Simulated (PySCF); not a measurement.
C3H6O2Si, SMILES C=C=C[SiH](O)O.

Geometry optimised at PBE0-D3(BJ)/def2-SVP. This is a generated structure with no PubChem entry under its InChIKey; it may be hypothetical. Other conformers were not sampled.

Vertical ionisation energy (IE) and electron affinity (EA) in eV. Rows of orbital energies are one-electron estimates. Where ΔSCF, EOM or ADC give a negative EA the extra electron is unbound and the value depends on the basis.

| level | IE | EA |
|---|---|---|
| −ε(HOMO), −ε(LUMO), ωB97X/def2-TZVP (PySCF) | 10.02 | -1.70 |
| −ε(HOMO), −ε(LUMO), PBE/def2-TZVP (PySCF) | 6.51 | 1.42 |
